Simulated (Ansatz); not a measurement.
Species: CHO, net charge 0, doublet state. SMILES: [OH+]=[C-]
Geometry from a B3LYP-D3(BJ)/def2-TZVP (Ansatz, a program for electronic structure) optimisation:
```
O
C 1 1.2674
H 1 0.9900 2 115.15
```
Charge 0, spin multiplicity 2.

Wanted: atomisation energy, in kcal/mol. Terms: no dispersion term unless named; non-relativistic; open shells spin-unrestricted; no spin-orbit coupling; atomisation electronic, to ground-state atoms; valence correlation only. CBS marks a two-point X^-3 extrapolation of the correlation energy; Hartree-Fock from the larger set. Ab initio and DFT rows: single points at B3LYP-D3(BJ) geometries (Ansatz).

```json
[
 {"species": "[C-]=[OH+] (CHO)", "coefficient": "-1", "E at B3LYP/STO-3G (Ansatz), Eh": "-112.23306", "E at wB97M-V/def2-TZVPD (Ansatz), Eh": "-113.79948"},
 {"species": "C atom", "coefficient": "+1", "E at B3LYP/STO-3G (Ansatz), Eh": "-37.35240", "E at wB97M-V/def2-TZVPD (Ansatz), Eh": "-37.84643"},
 {"species": "H atom", "coefficient": "+1", "E at B3LYP/STO-3G (Ansatz), Eh": "-0.46753", "E at wB97M-V/def2-TZVPD (Ansatz), Eh": "-0.49411"},
 {"species": "O atom", "coefficient": "+1", "E at B3LYP/STO-3G (Ansatz), Eh": "-74.03486", "E at wB97M-V/def2-TZVPD (Ansatz), Eh": "-75.07806"}
]
```

Coupled cluster (Ansatz) is a level with limits of its own, used here on species with T1 under 0.025 (0.045 for open shells) and stable references: CCSD(T)/CBS(aug-cc-pVTZ,aug-cc-pVQZ). Value to compare with, CCSD(T)/CBS(aug-cc-pVTZ,aug-cc-pVQZ) (Ansatz): 236.7 kcal/mol. 1 Eh = 627.5095 kcal/mol.

Problem. Compute it at each level from the table, and compare with CCSD(T)/CBS(aug-cc-pVTZ,aug-cc-pVQZ) (Ansatz).

Solution. 
- B3LYP/STO-3G: the sum of coefficient times E is 0.37827 Eh, or 237.37 kcal/mol. Result: 237.4 kcal/mol. Its difference against CCSD(T)/CBS(aug-cc-pVTZ,aug-cc-pVQZ) (Ansatz) is 0.7 kcal/mol.
- wB97M-V/def2-TZVPD: the sum of coefficient times E is 0.38088 Eh, or 239.01 kcal/mol. Result: 239.0 kcal/mol. Its difference against CCSD(T)/CBS(aug-cc-pVTZ,aug-cc-pVQZ) (Ansatz) is 2.3 kcal/mol.
